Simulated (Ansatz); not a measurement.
Several settings on one geometry of `C[Si]1(C)C=CC=C1C1=CC=C[Si]1(C)C` (that of the charge 0 singlet, PBE-D4/def2-SVP). Ansatz on 4 threads of Arm Neoverse V1 on a shared host; times are rough.

Cartesian coordinates in Å:
```
C 2.957 1.552 -0.957
Si 2.405 -0.142 -0.318
C 2.681 -1.488 -1.619
C 3.114 -0.573 1.374
C 2.056 -0.665 2.238
C 0.713 -0.427 1.696
C 0.615 -0.126 0.351
C -0.614 0.133 -0.349
C -0.713 0.435 -1.694
C -2.056 0.668 -2.237
C -3.114 0.569 -1.375
Si -2.405 0.141 0.318
C -2.947 -1.556 0.957
C -2.692 1.486 1.618
H 4.036 1.550 -1.217
H 2.787 2.330 -0.185
H 2.385 1.838 -1.863
H 3.752 -1.559 -1.902
H 2.096 -1.273 -2.538
H 2.357 -2.474 -1.230
H 4.150 -0.737 1.705
H 2.170 -0.908 3.310
H -0.166 -0.493 2.362
H 0.167 0.506 -2.359
H -2.170 0.912 -3.309
H -4.151 0.730 -1.707
H -2.777 -2.332 0.184
H -4.024 -1.559 1.224
H -2.368 -1.839 1.860
H -2.368 2.473 1.230
H -3.765 1.556 1.893
H -2.113 1.274 2.540
```

Totals from different functionals, basis sets or treatments of relativity can't be compared as stabilities.

The 6-31G sets use Cartesian d functions. LC-ωPBE has ω = 0.4 bohr⁻¹. Correlated methods freeze 22 core orbitals.

The spins typed aren't always the lowest for that charge.

Q: Give the basis size and estimate the energy, ⟨S²⟩ and time of these runs.

```
run                      method  charge    state                                                                                                further keys
  1  UKS LDA (SPW92)/def2-mTZVP       1  doublet                                                                                                           –
  2         RKS PBE-QIDH/6-31G*       0  singlet                                             final_grid: {core_spheres: 20, valence_spheres: 16, degree: 47}
  3       RKS LC-ωPBE/6-31++G**       0  singlet             fitting: {mean_field: cc-pVTZ-jkfit}; scf: {omitted_lower_state_checks: [starts]}; forces asked
  4          RKS r2SCAN0/STO-3G       0  singlet  final_grid: {core_spheres: 8, valence_spheres: 7, degree: 23}; scf: {omitted_lower_state_checks: [starts]}
```

A: 
```
run  functions  energy (Eh)  ⟨S²⟩  wall time
  1        326   -1040.2769  0.75       18 s
  2        254   -1045.8251     –       23 s
  3        382   -1046.5824     –       26 s
  4         96   -1034.4933     –        3 s
```

At RKS PBE-QIDH/6-31G* the restricted singlet is unstable: a solution with broken spin symmetry lies lower.
